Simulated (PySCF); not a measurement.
Bond curve of CaSi

Set-up: PySCF, no relativity, basis sets Ca aug-pcseg-1, Si aug-pcseg-1. Energies in eV from Ca + Si in their ground configurations at the same level. State: ³Σ⁻ (triplet), unpaired electrons π ↑↑.

| R (Å) | PBEsol | BP86 |
| --- | --- | --- |
| 2.408 | -1.572 | -1.320 |
| 2.520 | -1.833 | -1.596 |
| 2.632 | -1.968 | -1.742 |
| 2.716 | -2.007 | -1.789 |
| 2.800 | -2.006 | -1.796 |
| 2.884 | -1.975 | -1.773 |
| 2.996 | -1.900 | -1.707 |
| 3.136 | -1.772 | -1.590 |
| 3.304 | -1.592 | -1.423 |
| 3.528 | -1.341 | -1.189 |

**Question.** Put a parabola through the three lowest points of the PBEsol curve and estimate Re, k and ωe (reduced mass 16.46 u; 1 eV/Å² = 0.16022 mdyn/Å; ωe = 1302.8·√(k/μ) cm⁻¹).

**Answer.** Through R = 2.632, 2.716, 2.8 Å the second-order coefficient is 2.83 eV/Å², so Re ≈ 2.756 Å, k ≈ 0.908 mdyn/Å and ωe ≈ 306 cm⁻¹. A polynomial fit of higher order to the unrounded PBEsol energies gives Re = 2.755 Å, k = 0.788 mdyn/Å, ωe = 285 cm⁻¹; anharmonicity and rounding make the difference.

The higher-order fit for each curve: PBEsol: Re = 2.755 Å, ωe = 285 cm⁻¹, De = 2.01 eV; BP86: Re = 2.774 Å, ωe = 278 cm⁻¹, De = 1.80 eV.

⟨S²⟩ of the unrestricted solution departs from its pure value on part of the curve, where spin states mix. The state is the lowest determinant that a PBE0 search found; another state may lie lower at other levels.
